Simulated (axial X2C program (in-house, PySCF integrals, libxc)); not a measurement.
Nuclear properties of HgP⁻

Calculated with an in-house all-electron X2C program for linear molecules (integrals from PySCF): two-component X2C with atomic mean-field Coulomb and Gaunt terms, Gaussian nuclei, basis Hg dyall-acv3z, P dyall-av3z with contracted cores.

R = 2.484 Å (near the PBE0 minimum at charge -1 of the determinant lowest at the starting distance; the state shown can have its own minimum elsewhere).

Determinant lowest in the PBE0 search, Ω = 2 (⟨Sz⟩ = 0.99, ⟨Lz⟩ = 1.01 at PBE0), spin on the atoms Hg 0.17, P 0.82:

| level | Eeff magnitude (GV/cm) | Ws magnitude Hg (kHz) | A∥/gI Hg (MHz) | qzz Hg (a.u.) | A∥/gI P (MHz) | qzz P (a.u.) |
| --- | --- | --- | --- | --- | --- | --- |
| PBE0 | 61.5 | 36.3 | 440 | -3.69 | 115 | 0.63 |
| HF | 89 | 52.5 | -314 | -5.43 | 92.9 | 0.65 |
| PBE50 | 72.5 | 42.7 | 282 | -4.53 | 111 | 0.67 |
| LDA | 49.7 | 29.3 | 694 | -2.75 | 138 | 0.57 |
| BP86 | 51 | 30.2 | 603 | -2.82 | 128 | 0.58 |

Eeff is the effective electric field on the electron electric dipole moment in this Ω state and Ws the scalar–pseudoscalar constant of the nucleus named (defined with the proton number Z and per Ω); A∥ (defined per Ω) follows by multiplying with gI = μI/(I μN); qzz is the electric field gradient, eQq0 = 234.96 MHz × Q/barn × qzz. The operators were transformed with the bare-nucleus X2C matrices; with these basis sets, hyperfine constants and field gradients can be off by tens of per cent, and where levels differ in sign neither size nor sign is settled.

**Question.** With gI(31P) = 2.2632 (g factors from the IAEA table of nuclear moments by Stone), turn the PBE0 values of the first state into constants in MHz.

**Answer.** A∥(31P) = 115 × 2.2632 = 260 MHz.

Each state is one determinant with collinear spin, which with several unpaired electrons need not be a pure state. Unrestricted Hartree–Fock can overshoot spin polarisation at the nuclei. For an anion, determinants above electron detachment, or with a positive highest level, are held by the basis set. With several open shells hyperfine constants can be off by a factor of several. Open-shell Ω = 0 determinants with evenly filled partner blocks cannot be reached by this program, so the Ω shown need not be the lowest component. States lie within half an eV, so the first need not be the ground state. Further determinants of the search, some of them spin-mixed, are not shown. Where a field gradient or hyperfine factor spreads by more than a factor of two over the levels, a constant derived from it is not to be relied on.
